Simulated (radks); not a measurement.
Results of a calculation; reference values are marked as such.
Excited configurations of Yb XXVII: one electron is placed in a higher orbital outside [Kr] 4d7. The ground configuration is [Kr] 4d8. Code: a radial shooting solver on a logarithmic mesh with Libxc functionals. Model: scalar-relativistic Kohn-Sham, PBE, spin-polarised, spherical densities, point nucleus; open shells are filled with parallel spins first (spin-orbit coupling, left out, can overturn this in heavy ions). Excitation = E - E(ground); binding = E(ion) - E, where the ion is the core of charge +27; n* = 27/sqrt(2 binding) in atomic units. These energies are relativistic, and a one-electron ion of charge +27 with no core already has n* below n in this formula (scalar-relativistic equation, point nucleus: 5p 4.990, 5d 4.995, 6p 5.989, 6d 5.995, 6f 5.997, 7f 6.997).

| outer orbital | excitation (eV) | binding (eV) | n* | eigenvalue (eV) |
|---|---|---|---|---|
| 5p | 355.78 | 620.88 | 3.997 | -608.69 |
| 5d | 427.99 | 548.67 | 4.252 | -537.03 |
| 6p | 581.35 | 395.31 | 5.009 | -388.89 |
| 6d | 618.62 | 358.03 | 5.263 | -351.84 |
| 6f | 657.23 | 319.42 | 5.572 | -313.36 |
| 7f | 746.70 | 229.95 | 6.568 | -226.03 |

The Delta-SCF ionisation energy is 976.65 eV (NIST Atomic Spectra Database: 971 eV, theoretical). Self-interaction in the functional shifts the binding energies and quantum defects, so they are the method's values and not measured ones. Open shells are spherical and high-spin; term and fine-structure splittings are not resolved. Spin-orbit splitting is averaged out at the scalar-relativistic level.
